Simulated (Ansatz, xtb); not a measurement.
GeH4Se3: 3 structures ranked

3 gas-phase structures of GeH4Se3, from a drawn sample of its isomers (lower ones may exist). Each was relaxed with GFN2-xTB; where two conformers were screened, the lower at r2SCAN-D4/def2-SVP is listed:

A. `[GeH3][Se][Se][SeH]`, a singlet
B. `[SeH][GeH]([SeH])[SeH]`, a singlet
C. `[SeH][GeH2][Se][SeH]`, a singlet

Task: Estimate their order in r2SCAN-D4/def2-SVP energy at these geometries, lowest first.

Result: Calculated order at r2SCAN-D4/def2-SVP: B (0.0), C (14.6), A (23.9) kcal/mol.

Energies above the lowest of each column, in kcal/mol; the last columns are at PBE0-D4/def2-SVP geometries and were run for some of them only (a dash: not run or not comparable):

```json
{"structure": "B", "GFN2-xTB": "0.0", "HF/STO-3G": "0.0", "r2SCAN-D4/def2-SVP": "0.0", "PBE0-D4/def2-SVP": "0.0", "CCSD(T)/def2-SVP + ΔMP2/def2-TZVPP": "0.0"}
{"structure": "C", "GFN2-xTB": "2.6", "HF/STO-3G": "7.0", "r2SCAN-D4/def2-SVP": "14.6", "PBE0-D4/def2-SVP": "13.9", "CCSD(T)/def2-SVP + ΔMP2/def2-TZVPP": "14.4"}
{"structure": "A", "GFN2-xTB": "2.6", "HF/STO-3G": "10.8", "r2SCAN-D4/def2-SVP": "23.9", "PBE0-D4/def2-SVP": "–", "CCSD(T)/def2-SVP + ΔMP2/def2-TZVPP": "–"}
```

Every level run on B puts it lowest or level with the lowest. Flexible structures stand in one conformer each, not always the lowest. Frequencies (GFN2-xTB) were run for B, C alone. ΔMP2 is the change of the MP2 energy from the smaller to the larger basis.

Programs: Ansatz 0.2.0, xtb 6.7.1.
